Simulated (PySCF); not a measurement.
Stepwise substitution at one centre (Ga F-CH3). All species are isolated molecules in the gas phase. Strings in code marks are SMILES.

Level of theory: B3LYP-D3(BJ)/def2-TZVP (PySCF). B3LYP has the VWN-RPA correlation part, as in Gaussian. Excitations are Tamm–Dancoff values on a coarser integration grid. The basis has no diffuse functions, so Rydberg states are missing or too high.

| species | S1 excitation (TDA) (eV) | dipole moment (D) | S1 oscillator strength |
|---|---|---|---|
| 0 of 3 F replaced by CH3 (`[F][Ga]([F])[F]`) | 7.11 | 0.00 | 0.000 |
| 1 of 3 F replaced by CH3 | 7.18 | 3.59 | 0.030 |
| 2 of 3 F replaced by CH3 (`[CH3][Ga]([CH3])[F]`) | 5.63 | 2.83 | 0.000 |
| 3 of 3 F replaced by CH3 | 5.18 | 0.01 | 0.000 |
